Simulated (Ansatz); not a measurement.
```yaml
crystal:
  periodic: [false, false, false]
  atoms:
    - {symbol: N, position_ang: [-0.026936, 0.527801, 1.415424]}
    - {symbol: C, position_ang: [0.453283, 0.194010, 0.070960]}
    - {symbol: F, position_ang: [1.741463, 0.401973, -0.035824]}
    - {symbol: Al, position_ang: [-0.381427, -0.795788, -1.310556]}
    - {symbol: S, position_ang: [-0.403953, 1.233696, -0.990893]}
    - {symbol: H, position_ang: [0.157832, -0.164294, 2.005300]}
    - {symbol: H, position_ang: [-1.094911, 0.979149, 1.277359]}
    - {symbol: H, position_ang: [0.023064, 0.527801, 1.715424]}
basis:
  gaussian: {orbitals: def2-SVP}
hamiltonian: {xc: {name: BHLYP}}
output: {forces: true}
```

```sh
$ ansatz run in.yaml --threads 2 --pin off --events-out ev --progress --plain --max-ram 4352MiB
```

Shortened log:

```
Functional definition: BHLYP
885 factors; integrals over basis functions are off by at most 1.5e-3 eV
mean field evaluation 1: about -22596.9425 eV, gradient 8.1e1 eV
mean field evaluation 2: about -22597.1288 eV, gradient 7.7e1 eV
mean field evaluation 4: about -22607.9392 eV, gradient 3.4e0 eV
mean field evaluation 8: about -22608.4612 eV, gradient 3.9e-1 eV
mean field evaluation 16: about -22608.4620 eV, gradient 6.1e-4 eV
mean field -22608.46197443 eV, -830.8456529942 hartree, gradient 3.9e-5 eV, S^2 0.000000; 0 other end points of the search recorded, 0 dependent functions left out
reference -22608.46212237 eV, -830.8456584311 hartree; 27, 27 occupied and 66, 66 virtual orbitals, 885 factors
Total energy: -22608.46212237 eV, -830.8456584311 hartree
Atom 0 at    -0.026936     0.527801     1.415424 Å, force  -126.607926    -7.444351  -697.008422 eV/Å
Atom 1 at     0.453283     0.194010     0.070960 Å, force     0.493689     1.118322     0.847909 eV/Å
Atom 2 at     1.741463     0.401973    -0.035824 Å, force     2.747012     0.201770     0.859252 eV/Å
Atom 3 at    -0.381427    -0.795788    -1.310556 Å, force    -1.223849    -5.114071    -2.122840 eV/Å
Atom 4 at    -0.403953     1.233696    -0.990893 Å, force    -1.445008     4.861645    -1.221365 eV/Å
Atom 5 at     0.157832    -0.164294     2.005300 Å, force    -0.963641    -9.503727     1.515773 eV/Å
Atom 6 at    -1.094911     0.979149     1.277359 Å, force     4.237217    -2.466017     0.391715 eV/Å
Atom 7 at     0.023064     0.527801     1.715424 Å, force   122.762507    18.346428   696.737977 eV/Å
Dipole moment:    -0.181073     0.353593     1.666917 e Å
```

What is wrong with this run?

One atom was put on top of another. The calculation finished and met its thresholds. The result belongs to that input, not to the molecule as meant.
